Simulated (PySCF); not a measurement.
Species: C8H6S3.
Atom-mapped SMILES: `[SH:1][c:2]1[cH:3][cH:4][c:5](-[c:6]2[cH:7][cH:8][cH:9][s:10]2)[s:11]1` (hydrogens: H12 on S1; H13 on C3; H14 on C4; H15 on C7; H16 on C8; H17 on C9)

Theory: PySCF 2.14.0, PBE0-D3(BJ)/def2-SVP geometry optimisation, gas phase.

Task: What internal coordinates does the optimisation give?

Result: 
```csv
bond,length (bohr)
S1–C2,3.316
C2–C3,2.599
C3–C4,2.675
C4–C5,2.611
C5–C6,2.736
C6–C7,2.608
C7–C8,2.681
C8–C9,2.590
C9–S10,3.243
C5–S11,3.273
C2–S11,3.276
C6–S10,3.278
S1–H12,2.560
C3–H13,2.061
C4–H14,2.062
C7–H15,2.062
C8–H16,2.061
C9–H17,2.058
```

A selection of angles:
```csv
angle,degrees
C2–S1–H12,97.7
S1–C2–C3,127.3
S1–C2–S11,121.6
C3–C2–S11,111.0
C2–C3–C4,113.0
C2–C3–H13,122.4
C4–C3–H13,124.7
C3–C4–C5,113.3
C3–C4–H14,124.0
C5–C4–H14,122.7
C4–C5–C6,128.6
C4–C5–S11,110.5
C6–C5–S11,120.9
C5–C6–C7,128.9
C5–C6–S10,120.7
C7–C6–S10,110.4
C6–C7–C8,113.1
C6–C7–H15,122.8
C8–C7–H15,124.1
C7–C8–C9,112.5
C7–C8–H16,124.1
C9–C8–H16,123.4
C8–C9–S10,111.8
C8–C9–H17,128.3
S10–C9–H17,119.9
C6–S10–C9,92.2
C2–S11–C5,92.2
```

Torsions: C4–C5–C6–C7 -171° (antiperiplanar); H12–S1–C2–C3 -108° (anticlinal). The mirror-image conformer, all signs reversed, is as good.

The C–C distances run from 1.371 Å (C8–C9, aromatic) to 1.448 Å (C5–C6, drawn single), a spread of 0.077 Å. The C–S distances run from 1.716 Å (C9–S10, aromatic) to 1.755 Å (S1–C2, drawn single), a spread of 0.039 Å. The 5-membered ring C6–C7–C8–C9–S10 has internal angles of 92.2° to 113.1°; it is planar, 0.00 Å rms from its mean plane, widest ring torsion 0°. The 5-membered ring C2–C3–C4–C5–S11 has internal angles of 92.2° to 113.3°; it is planar, 0.00 Å rms from its mean plane, widest ring torsion 1°. Of the pairs four or more bonds apart, S10···H14 is among the closest relative to their van der Waals radii: 2.93 Å, 98 % of the sum of Bondi's values.

Point group: C1 (no symmetry element, even within 0.4 Å). PBE0-D3(BJ)/def2-SVP frequencies: not computed here. The numbers are those of one conformer (H–S1–C2–C3 -108°, C4–C5–C6–C7 -171°).
